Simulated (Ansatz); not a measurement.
A single point on `[NH2][SnH]([F])[Cl]`.

```yaml
crystal:
  periodic: [false, false, false]
  atoms:
    - {symbol: N, position_ang: [-0.648091, 1.112535, 0.294321]}
    - {symbol: Sn, position_ang: [0.507402, -0.500788, 0.079690]}
    - {symbol: F, position_ang: [0.969555, -0.735406, -1.768897]}
    - {symbol: Cl, position_ang: [-0.817604, -2.310747, 0.612487]}
    - {symbol: H, position_ang: [-1.606334, 0.939301, 0.016967]}
    - {symbol: H, position_ang: [-0.313535, 1.925280, -0.208342]}
    - {symbol: H, position_ang: [1.969807, -0.498174, 0.927974]}
basis:
  gaussian: {orbitals: def2-TZVPP}
hamiltonian: {xc: pbe}
correlation: {method: rpa}
```

```sh
$ ansatz run in.yaml --threads 2 --pin off --events-out ev --progress --plain
```

Output, abridged:

```
Functional definition: PBE
1346 factors; integrals over basis functions are off by at most 9.3e-4 eV
mean field evaluation 1: about -22592.3622 eV, gradient 8.4e1 eV
mean field evaluation 2: about -22592.3608 eV, gradient 8.4e1 eV
mean field evaluation 4: about -22601.5654 eV, gradient 3.6e1 eV
mean field evaluation 8: about -22604.9097 eV, gradient 1.3e0 eV
mean field evaluation 16: about -22604.9119 eV, gradient 1.7e-4 eV
mean field -22604.91187325 eV, -830.7151891822 hartree, gradient 2.6e-6 eV, S^2 0.000000; 0 other end points of the search recorded, 0 dependent functions left out
11 core orbitals not correlated: weight in the atoms' cores, before any rotation towards them, 1.000 or more for the frozen orbitals, at most 0.000 for the correlated occupied ones
reference -22547.16456042 eV, -828.5930145783 hartree; 18, 18 occupied and 167, 167 virtual orbitals, 1346 factors
Total energy: -22587.51185713 eV, -830.0757503840 hartree
```

Hardware: 2 threads of a server CPU on a shared host. Wall time 7 s, peak host memory 0.42 GiB.
